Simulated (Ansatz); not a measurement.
F2Si, charge -1, doublet, at a GFN2-xTB geometry (a state made from the parent by changing its charge; the spin is typed, not shown lowest) (a gas-phase anion, which may not be bound at this level); HF/3-21G (Ansatz, a program for electronic structure).

Here is a job for Ansatz.
Ansatz 0.2 input:
```yaml
crystal:
  periodic: [false, false, false]
  atoms:
    - {symbol: Si, position_ang: [-0.04213560, -0.02012493, 0.71616938]}
    - {symbol: F, position_ang: [1.18435672, -0.74997636, -0.51078231]}
    - {symbol: F, position_ang: [-1.11881245, 0.78128181, -0.60325896]}
basis:
  gaussian:
    orbitals: 3-21G.json
hamiltonian:
  xc: hf
total_charge: -1
magnetization: {spin_polarized: true, initial_magnetization: 1}
scf: {lower_state_search: off}
```
The basis file holds 3-21G in the JSON format of the Basis Set Exchange.

Task: Write the output that Ansatz gives for this input, abridged.

Result: 
```
Functional definition: HF
these checks for a lower state are left out or cut short: stability, starts, cluster_reference, orbital_swaps, neighbouring_geometries, increment
323 factors; integrals over basis functions are off by at most 2.4e-4 eV
mean field evaluation 1: about -13203.9411 eV, gradient 6.8e0 eV
mean field evaluation 2: about -13203.9694 eV, gradient 6.9e0 eV
mean field evaluation 4: about -13204.4465 eV, gradient 1.1e0 eV
mean field evaluation 8: about -13204.4644 eV, gradient 6.8e-2 eV
mean field evaluation 16: about -13204.4645 eV, gradient 2.1e-6 eV
mean field -13204.46452600 eV, -485.2551210228 hartree, gradient 2.1e-6 eV, S^2 0.754830; 0 other end points of the search recorded, 0 dependent functions left out
reference -13204.46452600 eV, -485.2551210228 hartree; 17, 16 occupied and 14, 15 virtual orbitals, 323 factors
Total energy: -13204.46452600 eV, -485.2551210228 hartree
Checks for a lower state left out: stability, starts, cluster_reference, orbital_swaps, neighbouring_geometries, increment
```
